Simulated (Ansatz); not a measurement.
```yaml
crystal:
  periodic: [false, false, false]
  atoms:
    - {symbol: B, position_ang: [-1.255835, 1.028378, -0.920247]}
    - {symbol: Sb, position_ang: [0.938105, 0.897076, -0.849138]}
    - {symbol: Si, position_ang: [0.752223, -1.198742, 0.616092]}
    - {symbol: H, position_ang: [-1.861892, 0.113749, -1.392548]}
    - {symbol: H, position_ang: [-1.835740, 2.007511, -0.563607]}
    - {symbol: H, position_ang: [1.156982, 1.986095, 0.444221]}
    - {symbol: H, position_ang: [2.082050, -1.488085, 1.212424]}
    - {symbol: H, position_ang: [0.355774, -2.318230, -0.276327]}
    - {symbol: H, position_ang: [-0.243168, -1.073952, 1.711929]}
basis:
  gaussian: {orbitals: x2c-TZVPPall}
magnetization: {spin_polarized: true, initial_magnetization: 0}
hamiltonian: {xc: {name: HF}}
correlation: {method: mp2, frozen_orbitals: {B: 9}}
```

```sh
$ ansatz run in.yaml --threads 2 --pin off --events-out ev --progress --plain --max-ram 4352MiB
```

**Question.** How does Ansatz answer? (An estimate is asked.)

**Answer.** The calculation gave: The input was rejected before any iteration.
```
Functional definition: HF
Error: "frozen_orbitals" has no count for Sb
```
